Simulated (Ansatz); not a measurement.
Steps of a relaxation of C2H5I, SMILES `CCI` with RKS PBE0-D4/def2-TZVP.

```sh
$ ansatz run in.yaml --threads 4 --pin off --events-out ev --progress --plain --max-ram 10444MiB
```

```yaml
crystal:
  periodic: [false, false, false]
  atoms:
    - {symbol: C, position_ang: [-0.493552, 0.580804, -0.309645]}
    - {symbol: C, position_ang: [0.263355, -0.642089, 0.166621]}
    - {symbol: I, position_ang: [2.167351, -0.133517, 1.126362]}
    - {symbol: H, position_ang: [-1.445581, 0.258882, -0.785714]}
    - {symbol: H, position_ang: [0.083145, 1.156467, -1.060017]}
    - {symbol: H, position_ang: [-0.745951, 1.261404, 0.527092]}
    - {symbol: H, position_ang: [0.547290, -1.322574, -0.657106]}
    - {symbol: H, position_ang: [-0.283957, -1.216477, 0.936506]}
basis:
  gaussian: {orbitals: def2-TZVP}
hamiltonian: {xc: pbe0, dispersion: d4}
relax: {f_tol: 0.005, max_steps: 150}
```

Positions (Å) and forces (eV/Å) along the path, 5 of 5 steps:

```xyz
8
step=1 energy=-10255.3543 eV
C    -0.494    0.581   -0.310   -0.108    0.240   -0.072
C     0.263   -0.642    0.167    0.085   -0.340    0.068
I     2.167   -0.134    1.126   -0.491   -0.094   -0.250
H    -1.446    0.259   -0.786    0.454    0.131    0.228
H     0.083    1.156   -1.060   -0.260   -0.301    0.381
H    -0.746    1.261    0.527    0.147   -0.353   -0.397
H     0.547   -1.323   -0.657   -0.126    0.386    0.429
H    -0.284   -1.216    0.937    0.299    0.331   -0.387
8
step=2 energy=-10255.3867 eV
C    -0.484    0.577   -0.304   -0.223    0.006   -0.116
C     0.260   -0.647    0.165   -0.035   -0.109   -0.012
I     2.105   -0.115    1.093    0.273    0.044    0.140
H    -1.427    0.264   -0.776    0.119    0.081    0.057
H     0.094    1.143   -1.043   -0.065   -0.089    0.114
H    -0.727    1.247    0.528    0.051   -0.103   -0.109
H     0.549   -1.316   -0.649   -0.131    0.094    0.097
H    -0.277   -1.211    0.932    0.010    0.076   -0.171
8
step=3 energy=-10255.3932 eV
C    -0.489    0.574   -0.307    0.000    0.032   -0.002
C     0.267   -0.640    0.168   -0.073   -0.041   -0.035
I     2.127   -0.123    1.105    0.016    0.005    0.008
H    -1.428    0.261   -0.776    0.022   -0.008    0.012
H     0.086    1.139   -1.042   -0.004    0.005   -0.001
H    -0.730    1.242    0.521   -0.002    0.004   -0.003
H     0.538   -1.307   -0.647    0.023    0.001    0.005
H    -0.280   -1.203    0.921    0.017    0.001    0.016
8
step=4 energy=-10255.3934 eV
C    -0.489    0.575   -0.307    0.000    0.011   -0.001
C     0.265   -0.641    0.168   -0.029   -0.018   -0.014
I     2.127   -0.123    1.105    0.009    0.003    0.004
H    -1.427    0.261   -0.776    0.009   -0.003    0.005
H     0.086    1.139   -1.043   -0.003   -0.004    0.005
H    -0.731    1.243    0.521    0.002   -0.004   -0.005
H     0.540   -1.308   -0.647    0.004    0.007    0.007
H    -0.279   -1.204    0.923    0.008    0.007   -0.002
8
step=5 energy=-10255.3934 eV
C    -0.489    0.575   -0.307   -0.001    0.002   -0.001
C     0.264   -0.641    0.167    0.001   -0.003    0.001
I     2.127   -0.123    1.105    0.000    0.000    0.000
H    -1.427    0.261   -0.776    0.000   -0.001    0.000
H     0.086    1.139   -1.042    0.000    0.000    0.000
H    -0.730    1.243    0.521    0.000    0.000    0.000
H     0.540   -1.308   -0.647    0.000    0.001    0.000
H    -0.279   -1.204    0.923    0.000    0.001    0.000
```

Hardware: 4 threads of an Arm Neoverse V2 on a shared host. Wall time 8.5 s, peak host memory 0.27 GiB.
